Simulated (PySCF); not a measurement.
# Radial density of Li+ (lithium, charge +1)

B97-3, 1s2, closed-shell 1S. All numbers are calculated (PySCF 2.14, scalar relativity by spin-free X2C-1e, in aug-cc-pCVQZ-DK (9s8p6d4f2g, 109 functions)).

| r (bohr) | 4πr²ρ (e/bohr) |
| --- | --- |
| 0.00938 | 0.01465 |
| 0.0158 | 0.03963 |
| 0.0265 | 0.1049 |
| 0.0446 | 0.2657 |
| 0.0751 | 0.6265 |
| 0.126 | 1.308 |
| 0.212 | 2.243 |
| 0.357 | 2.801 |
| 0.601 | 2.124 |
| 1.01 | 0.7350 |
| 1.70 | 0.07040 |
| 2.86 | 0.0008130 |

Densities and radii are taken from the X2C orbitals without a picture-change correction, which distorts them close to the nucleus.
